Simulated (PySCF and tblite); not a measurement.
Values are calculated unless marked as measured or tabulated.
C₈H₁₄, numbered as in [CH2:1]=[C:2]([CH3:3])/[C:4](=[CH:5]/[CH3:6])[CH2:7][CH3:8].

Level: PBE0-D3(BJ)/pcSseg-1//GFN2-xTB, thermal terms from GFN2-xTB, symmetry numbers and mirror pairs counted. Conformers within 3 kcal/mol (GFN2-xTB free energy) were kept, 10 at most. Programs: PySCF with density fitting and tblite.

Rotational constants are equilibrium values for the commonest isotopes; dipoles come from the energy level named.

Torsions listed: C3–C2–C4–C7, C2–C4–C7–C8. Of a mirror pair one member is shown.

```csv
conformer,shape,symmetry,weight %
1,"46°, 72°",C1 (pair),52.0
2,"-158°, -98°",C1 (pair),33.6
3,"-50°, 101°",C1 (pair),14.4
```

Sets of constants, in random order:

| set | A (MHz) | B (MHz) | C (MHz) | abs μa (D) | abs μb (D) | abs μc (D) |
| --- | --- | --- | --- | --- | --- | --- |
| P | 2476 | 1659 | 1070 | 0.47 | 0.41 | 0.06 |
| Q | 2357 | 1573 | 1175 | 0.28 | 0.37 | 0.29 |
| R | 2473 | 1628 | 1102 | 0.48 | 0.43 | 0.14 |

Task: Match each set to its conformer.

Result: P is conformer 2, Q is conformer 1, R is conformer 3.
